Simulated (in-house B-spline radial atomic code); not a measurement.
# Ionising Er2+ with different functionals

Computed with a B-spline radial code for spherical atoms: scalar-relativistic (spin-free X2C) Hamiltonian, Fermi nucleus of rms radius 5.2516 fm, spin-polarised at highest spin, spherical fractional occupations for the functionals, the average over the highest-spin determinants for Hartree-Fock. The ionisation energy is the difference of two self-consistent energies, [Xe] 4f12 → [Xe] 4f11, without Breit or QED terms; ε is the level of the shell that loses the electron (its least bound occupied spin orbital). There is no spin-orbit coupling in this Hamiltonian.

Hybrids are left out here: with spherical fractional occupations of an open shell their exact exchange keeps a self-interaction that integer-occupation calculations don't have.

```csv
method,rung,ΔSCF (eV),-ε(4f) (eV)
Hartree-Fock,Hartree-Fock,19.40,25.89
LDA VWN5,LDA,25.50,16.99
LDA PW92,LDA,25.49,16.98
LDA exchange-only,LDA,23.67,15.29
PBE,GGA,25.11,16.63
PBEsol,GGA,25.17,16.67
BLYP,GGA,24.98,16.52
RPBE,GGA,25.04,16.56
PW91,GGA,25.22,16.74
BP86,GGA,25.23,16.73
AM05,GGA,25.20,16.69
OLYP,GGA,25.38,16.83
TPSS,meta-GGA,24.83,16.36
SCAN,meta-GGA,24.72,16.30
r2SCAN,meta-GGA,24.51,16.04
revTPSS,meta-GGA,24.81,16.33
```

(1) How do they compare with the NIST value?

Results:

(1) NIST lists 22.70 eV ± 0.03 (semi-empirical, ground level to ground level). Errors run from -3.30 to +2.80 eV. The correlated functionals all miss on the same side by more than they spread, so the cause is common to them (spin-orbit coupling, Breit-QED terms, multiplet and fine-structure energies, or a listed next ion that isn't the cheapest removal here) and closeness doesn't rank the functionals. Hartree-Fock also lacks correlation.
